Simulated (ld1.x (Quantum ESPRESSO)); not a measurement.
## potassium (K): excitation energies, all-electron against TM

K, norm-conserving Troullier–Martins (Kleinman–Bylander form), made with ld1.x (Quantum ESPRESSO) 7.5 (PBE, scalar-relativistic). Core [Ne], reference 3s2 3p6 3d0 4s0 4p0 (charge +1). Waves: 3s (bound): rc 1.65 bohr; 3p (bound): rc 1.35 bohr; 3d (bound, empty): rc 2.35 bohr. Local part: all-electron potential smoothed inside 1.55 bohr (lloc = -1). Core correction: Bessel-smoothed model core inside 1.30 bohr.

Energies are relative to the spin-unpolarised reference configuration 3s2 3p6 3d0 4s0 4p0; without spin polarisation the order of configurations can differ from experiment.

| valence configuration | charge | ΔE all-electron (eV) | error AE − PS (meV) |
| --- | --- | --- | --- |
| 3s2 3p6 3d0 4s1 4p0 | 0 | -4.314 | +30 |
| 3s2 3p6 3d0 4s0 4p1 | 0 | -2.761 | +0.6 |
| 3s2 3p6 3d1 4s0 4p0 | 0 | -1.858 | -0.2 |
| 3s1 3p6 3d0 4s1 4p0 | +1 | 37.680 | +91 |
| 3s2 3p5 3d0 4s1 4p0 | +1 | 20.616 | +121 |
| 3s2 3p6 3d0.5 4s0.5 4p0 | 0 | -3.096 | +18 |

(1) What are ΔE and the potential's error for 3s2 3p6 3d0 4s0.5 4p0?

Levels in the configuration 3s1 3p6 3d0 4s1 4p0:

```tsv
level	all-electron (eV)	pseudo (eV)
3s	-48.993	-48.926
3p	-31.903	-31.789
4s	-8.647	-8.722
```

Results:

(1) ΔE = -2.673 eV all-electron; the error (AE − PS) is +21 meV.
